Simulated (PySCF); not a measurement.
A GIAO shielding run with PySCF (density fitting, non-relativistic, gas phase) on `C(OC[Si@@H](C)[SiH3])C=O`, C4H12O2Si2:

```
$ OMP_NUM_THREADS=1 python probes_run.py task.json out

{"job": {"kind": "nmr", "xc": "PBE0", "basis": "pcSseg-1"}, "charge": 0, "multiplicity": 1}
C     -2.149119    -1.790864    -0.348498
Si    -1.407361    -0.200843    -1.088836
Si    -1.792343     1.670658     0.223042
C      0.494543    -0.443620    -1.137629
O      0.883732    -0.304399     0.222855
C      2.269410    -0.283067     0.424942
C      2.901028     1.030900     0.031310
O      4.071898     1.208586    -0.145794
H     -1.745870    -1.973894     0.644057
H     -3.228759    -1.714700    -0.257042
H     -1.931092    -2.664846    -0.957454
H     -1.834162    -0.125372    -2.502432
H     -1.141116     2.874126    -0.311186
H     -1.332845     1.530139     1.606736
H     -3.225767     1.980514     0.290240
H      0.811454    -1.423428    -1.516281
H      0.988844     0.314052    -1.757371
H      2.770306    -1.112566    -0.096876
H      2.430897    -0.412358     1.502653
H      2.161174     1.851660    -0.058563
```

Hardware: 1 thread of an Arm Neoverse N1, shared host. The job also computes population analyses, field gradients.

**Question.** How large is the calculation?

**Answer.** 80 electrons, 210 basis functions and 1136 auxiliary functions.

**Question.** How long does it take, and how much memory does it need?

**Answer.** 71 s of wall time, with 14 SCF cycles and 5 response iterations; peak memory 1 GiB. Times on a shared host scatter by some tens of per cent.
